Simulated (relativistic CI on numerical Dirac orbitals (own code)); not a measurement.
**Pm: q coefficients and field-shift factors**

Calculated at this level of theory: Dirac-Coulomb-Breit CI, KLI orbitals optimised for each configuration, valence Slater integrals scaled by 0.85, P86 correlation energy added to each configuration, derivatives by finite differences, QED left out (own radial code, finite nucleus).

Configuration list (outside the closed core [Xe]): 4f5.6s2, 4f4.6s.7s2, 4f4.6s2.7s, 4f5.7s2. The list is cut by size and lacks configurations that can hold low levels.

With x = (α/α₀)² − 1 an excitation energy changes as ω = ω₀ + qx; K = 2q/ω₀ is the relative enhancement. Terms are leading LS components, so labels can repeat. The field-shift factor is F = δν/δ⟨r²⟩ for the transition from the lowest level.

Lowest level 4f5.6s2 6H°_5/2.

| Level | ω₀ (cm⁻¹) | q (cm⁻¹) | F (GHz/fm²) |
| --- | --- | --- | --- |
| 4f5.6s2 6H°_7/2 | 826.0 | 928.5 | 0.0129 |
| 4f5.6s2 6H°_9/2 | 1802.3 | 1935 | 0.0269 |
| 4f5.6s2 6H°_11/2 | 2889.3 | 2949 | 0.0409 |
| 4f5.6s2 6H°_13/2 | 4054.4 | 3927 | 0.0542 |
| 4f5.6s2 6H°_15/2 | 5269.3 | 4831 | 0.0664 |
| 4f5.6s2 6F°_1/2 | 5706.1 | 699.3 | 0.203 |
| 4f5.6s2 6F°_3/2 | 5913.4 | 756.8 | 0.205 |
| 4f5.6s2 6F°_5/2 | 6333.0 | 1032 | 0.209 |
| 4f5.6s2 6F°_7/2 | 7053.5 | 1796 | 0.215 |
| 4f5.6s2 6F°_9/2 | 8040.7 | 2855 | 0.224 |
| 4f5.6s2 6F°_11/2 | 9216.1 | 3996 | 0.235 |
| 4f5.6s2 4G°_5/2 | 14764.8 | -2053 | 0.592 |
| 4f5.6s2 4F°_3/2 | 15167.8 | -974.6 | 0.598 |
| 4f5.6s2 4M°_15/2 | 15865.4 | -1502 | 0.634 |
| 4f5.6s2 4G°_7/2 | 16394.9 | -243.5 | 0.625 |
| 4f5.6s2 4I°_9/2 | 16506.3 | -77.53 | 0.637 |
| 4f5.6s2 4I°_11/2 | 16920.3 | -104.8 | 0.646 |
| 4f5.6s2 4M°_17/2 | 17248.8 | 258.3 | 0.647 |
| 4f5.6s2 4I°_13/2 | 17365.8 | -304.3 | 0.656 |
| 4f5.6s2 4F°_5/2 | 18049.0 | 1278 | 0.678 |
| 4f5.6s2 4I°_15/2 | 18320.4 | 968.9 | 0.658 |
| 4f5.6s2 4M°_19/2 | 18472.4 | 1528 | 0.656 |
| 4f5.6s2 4G°_9/2 | 18548.0 | 1452 | 0.674 |

Correlation outside the listed configurations is missing or only estimated: errors of thousands of cm⁻¹ between configurations and terms are usual at this charge. Rates and lifetimes follow the computed energies and can be off by large factors. The fine structure of a lone outer electron comes out too small, for d and f at times inverted, and misplaced configurations move strength between like terms.

Q: Which transition from the lowest level has the largest |K|?

A: 4f5.6s2 6H°_7/2 at 826.0 cm⁻¹, K = 2.25.
